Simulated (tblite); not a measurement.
All values are computed: GFN2-xTB (tblite) harmonic vibrations without scaling, gas phase. This tight-binding method is rough: wavenumbers can miss measured ones by several per cent, in bad cases by 10 to 20. Modes of hydrogen on silicon can be 10 to 20 % off. One conformer each. Thermal functions are those of the rigid rotor and harmonic oscillator, without mixing of conformers.

Question: Order these by their heat capacity Cp at 298.15 K, highest first (cal/(mol K)).
A. `FCC#CCF`
B. `FC1=C(F)CC1`
C. `FC1=C[SiH2]OC=CC1`
D. `N#C[Si@@H](C=O)/C=C\C=O`

Answer: D (37.9), C (33.3), A (23.2), B (20.8).

```tsv
SMILES	atoms	mass (u)	symmetry number	modes under 300 cm⁻¹	ZPE (kcal/mol)	S translation (cal/(mol K))	S rotation	S vibration	S	Cp
N#C[Si@@H](C=O)/C=C\C=O	14	139.01	1	7	53.6	40.7	29.3	32.4	102.4	37.9
FC1=C[SiH2]OC=CC1	15	130.03	1	5	65.8	40.5	28.7	19.6	88.8	33.3
FCC#CCF	10	90.03	2	5	42.3	39.4	25.7	17.0	82.1	23.2
FC1=C(F)CC1	10	90.03	2	2	44.0	39.4	25.1	8.0	72.5	20.8
```

Entropies and Cp are for 298.15 K and 1 bar.
